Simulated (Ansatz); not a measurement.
A geometry relaxed with r2SCAN-D4/def2-SVP run with Ansatz (a quantum-chemistry and plane-wave program), charge 0, multiplicity 1:

```xyz
17

F     -1.8653    -1.9956     1.0838
C      2.1159    -0.7537    -0.0662
C      1.0142     1.4119     0.0186
H     -2.0634     1.9417     1.1381
C     -0.2857    -0.6044    -0.0122
F     -1.8797    -2.0107    -1.0677
H      1.0923     2.5034     0.0481
H      3.1544     1.1432    -0.0317
B     -1.6115     1.5825     0.0770
C     -1.6320    -1.2484     0.0008
H     -2.0779     2.0462    -0.9363
H      3.0333    -1.3471    -0.1032
H      0.8005    -2.4774    -0.0926
F     -2.5968    -0.2501     0.0019
C     -0.2523     0.7996     0.0280
C      2.1803     0.6450    -0.0264
C      0.8736    -1.3861    -0.0601
```

Question: Write the SMILES of this molecule.

Answer: `Bc1ccccc1C(F)(F)F`
